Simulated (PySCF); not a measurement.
## Two-component Hartree-Fock for K (potassium, neutral)

Start: [Ar] 3d1; 3d5/2 filled at m_j = +5/2. Calculated with PySCF 2.14 in x2c-SVPall-2c with one added diffuse shell each of s, d type (6s5p3d, 36 functions): generalised Hartree-Fock with the X2C-1e Hamiltonian and a Gaussian nucleus; one run each with spin-orbit coupling (SO) switched off, then screened by Boettger's factors. This is a chosen level, not necessarily the ground level.

```tsv
spinor shell	electrons	ε, spin-free (eV)	ε, screened SO (eV)	weight of nominal j (screened SO)	rms radius, screened SO (bohr)
1s1/2	2	-3649.7	-3649.7	1.000	0.0938
2s1/2	2	-398.65	-398.65	1.000	0.418
2p1/2	2	-315.12	-317.08	1.000	0.386
2p3/2	4	-315.12	-314.15	1.000	0.388
3s1/2	2	-49.615	-49.614	1.000	1.37
3p1/2	2	-27.689	-27.881	0.990	1.55
3d5/2	1	-1.336	-1.337	1.000	7.67
```

(1) Where does 3p3/2 lie, and what is the 3p spin-orbit splitting (screened SO)?

```
   quantity   spin-free  screened SO
E (hartree)  -601.28244   -601.28346
        M_J         5/2          5/2
       ⟨J²⟩       8.750        8.750
       ⟨L²⟩       6.000        6.000
       ⟨S²⟩       0.750        0.750
```

Without spin-orbit coupling the j labels of p, d and f shells carry no meaning; the spin-free column gives the mean over the occupied spinors of each nl shell.

Results:

(1) At -27.593 eV, 0.288 eV above 3p1/2.
